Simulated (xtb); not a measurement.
HB, charge +1, doublet, at a GFN2-xTB geometry (a state made from the parent by changing its charge; the spin is typed, not shown lowest). Base run: xtb with GFN2-xTB.

Here is a job for xtb.
```
$ xtb mol.xyz --gfn 2 --chrg 1 --uhf 1 --json

# file mol.xyz
2

B     -0.00000000    -0.00000000    -0.19907760
H      0.00000000     0.00000000     0.99538801
```

Variants of this job, named by their change:

| change | ΔE vs base (kcal/mol) | G_solv (kcal/mol) | SCF cycles |
|---|---|---|---|
| base | 0.000 | - | 9 |
| etemp = 1000 | -0.149 | - | 10 |
| acc = 1000 | 0.000 | - | 5 |
| alpb = dmso | -63.4 | -64.33 | 8 |
| etemp = 10000 | -39.83 | - | 10 |
| alpb = ch2cl2 | -63.7 | -63.79 | 9 |

ALPB and GBSA are two models with their own fitted parameters for each solvent, which aren't always the measured dielectric constant.
